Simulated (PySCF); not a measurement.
C8H13O3P.
SMILES with atom numbers: `[CH3:1][CH2:2][CH2:3][CH2:4][P@:5](=[O:6])([OH:7])[c:8]1[cH:9][cH:10][o:11][cH:12]1` (hydrogens: H13, H14, H15 on C1; H16, H17 on C2; H18, H19 on C3; H20, H21 on C4; H22 on O7; H23 on C9; H24 on C10; H25 on C12)

Theory: PBE0/def2-SV(P) geometry optimisation, gas phase (PySCF 2.14.0).

Entries marked ? are missing. Bonds in one row agree within 0.01 Å.

```json
{"coordinate": "C1–C2", "value": "1.522 Å"}
{"coordinate": "C2–C3", "value": "?"}
{"coordinate": "C3–C4", "value": "1.529 Å"}
{"coordinate": "C4–P5", "value": "1.812 Å"}
{"coordinate": "P5=O6", "value": "?"}
{"coordinate": "P5–O7", "value": "1.635 Å"}
{"coordinate": "P5–C8", "value": "1.794 Å"}
{"coordinate": "C8–C9", "value": "1.438 Å"}
{"coordinate": "C9–C10", "value": "1.361 Å"}
{"coordinate": "C10–O11", "value": "1.351 Å"}
{"coordinate": "O11–C12", "value": "?"}
{"coordinate": "C8–C12", "value": "?"}
{"coordinate": "C1–H13, C1–H14, C1–H15", "value": "1.105 Å"}
{"coordinate": "C2–H16", "value": "1.107 Å"}
{"coordinate": "C2–H17", "value": "1.104 Å"}
{"coordinate": "C3–H18", "value": "1.106 Å"}
{"coordinate": "C3–H19", "value": "1.108 Å"}
{"coordinate": "C4–H20", "value": "1.106 Å"}
{"coordinate": "C4–H21", "value": "1.105 Å"}
{"coordinate": "O7–H22", "value": "0.972 Å"}
{"coordinate": "C9–H23", "value": "1.089 Å"}
{"coordinate": "C10–H24", "value": "1.088 Å"}
{"coordinate": "C12–H25", "value": "1.088 Å"}
{"coordinate": "C1–C2–C3", "value": "?"}
{"coordinate": "C2–C3–C4", "value": "114.3°"}
{"coordinate": "C3–C4–P5", "value": "114.4°"}
{"coordinate": "C4–P5–O6", "value": "117.4°"}
{"coordinate": "C4–P5–O7", "value": "99.2°"}
{"coordinate": "C4–P5–C8", "value": "?"}
{"coordinate": "O6–P5–O7", "value": "115.0°"}
{"coordinate": "O6–P5–C8", "value": "111.3°"}
{"coordinate": "O7–P5–C8", "value": "104.8°"}
{"coordinate": "P5–C8–C9", "value": "131.5°"}
{"coordinate": "P5–C8–C12", "value": "123.1°"}
{"coordinate": "C9–C8–C12", "value": "105.4°"}
{"coordinate": "C8–C9–C10", "value": "105.7°"}
{"coordinate": "C9–C10–O11", "value": "110.6°"}
{"coordinate": "C10–O11–C12", "value": "107.5°"}
{"coordinate": "C8–C12–O11", "value": "?"}
```

**Question.** Estimate the withheld lengths and angles.

**Answer.** 
- C2–C3 = 1.527 Å, drawn single (both ends chain CH2 carbon); 0.01 Å above the sum of covalent radii, 1.52 Å.
- P5=O6 = 1.492 Å, drawn double (phosphoryl phosphorus to phosphoryl oxygen); 0.24 Å below the sum of covalent radii, 1.73 Å.
- O11–C12 = 1.340 Å, aromatic (furan-type oxygen to aromatic CH next to a ring oxygen); 0.05 Å below the sum of covalent radii, 1.39 Å.
- C8–C12 = 1.368 Å, aromatic (substituted aromatic carbon to aromatic CH next to a ring oxygen); 0.09 Å below the sum of covalent radii, 1.46 Å.
- C1–C2–C3 = 112.8°, at the chain CH2 carbon; the outer atoms are 2.539 Å apart.
- C4–P5–C8 = 107.8°, at the phosphoryl phosphorus; the outer atoms are 2.913 Å apart.
- C8–C12–O11 = 110.8°, at the aromatic CH next to a ring oxygen, inside a 5-membered ring; the outer atoms are 2.228 Å apart.

Radii are Cordero's, carbon taken as 0.76, 0.73 or 0.69 Å for four, three, and two or fewer neighbours.

Stationary, but not proved a minimum. One conformer, not necessarily the lowest (C1–C2–C3–C4 -178°, C2–C3–C4–P5 69°, C3–C4–P5–O6 -63°, C4–P5–O7–H 163°, C4–P5–C8–C9 59°).
